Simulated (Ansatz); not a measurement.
Two isomers of CH8O2Si2: A = `O[SiH2]C(O)[SiH3]`, B = `C[SiH2][SiH](O)O`.

Program: Ansatz. Geometries: PBE0-D4/def2-TZVP. ΔE: electronic, gas phase. CCSD(T)/CBS is the MP2 limit (def2-TZVPP, def2-QZVPP) plus CCSD(T) − MP2 in def2-TZVPP, frozen cores. Functionals use def2-TZVPP. B3LYP here is the variant with VWN-RPA as its local correlation; programs differ in this. One conformer a species, not always the lowest.

A:

Z-matrix (Å, degrees):
```
Si
C 1 1.885
O 1 1.645 2 109.4
H 1 1.483 2 110.0 3 -117.7
H 1 1.488 2 108.6 3 121.9
Si 2 1.888 1 114.6 3 -174.1
O 2 1.439 1 104.5 3 -51.7
H 2 1.102 1 106.9 3 65.8
H 3 0.960 1 114.6 2 44.8
H 6 1.492 2 107.9 1 170.3
H 6 1.485 2 111.1 1 51.6
H 6 1.487 2 110.5 1 -70.4
H 7 0.961 2 109.2 1 -179.3
```

B:

Z-matrix (Å, degrees):
```
C
Si 1 1.877
H 1 1.092 2 110.9
H 1 1.092 2 110.2 3 119.6
H 1 1.092 2 111.0 3 -120.3
Si 2 2.337 1 111.1 3 -61.2
H 2 1.490 1 110.4 3 178.0
H 2 1.492 1 110.4 3 59.2
O 6 1.650 2 108.7 1 -170.5
O 6 1.649 2 105.1 1 -49.2
H 6 1.498 2 114.7 1 69.8
H 9 0.958 6 117.8 2 -147.4
H 10 0.958 6 118.6 2 170.9
```

Problem. Which isomer does CCSD(T)/CBS put lower? Give the gap. (Best estimate.)

Solution. Ansatz gave: B, by 214.0 kJ/mol.

Problem. Give E(B) − E(A) in kJ/mol with HF/def2-TZVPP, B2PLYP, MP2/def2-TZVPP, CCSD/def2-TZVPP, ωB97M-V, B3LYP, PBE-D4. (Estimate.)

Solution. The calculation gave: HF/def2-TZVPP -214.6, B2PLYP -213.8, MP2/def2-TZVPP -214.9, CCSD/def2-TZVPP -212.1, ωB97M-V -206.2, B3LYP -212.9, PBE-D4 -210.0. None reverses the order clearly.

Largest T1 diagnostic: 0.012.

From PBE to PBE0 (25 % exact exchange), in def2-TZVPP and without D4, E(B) − E(A) moves by −3.7 kJ/mol.
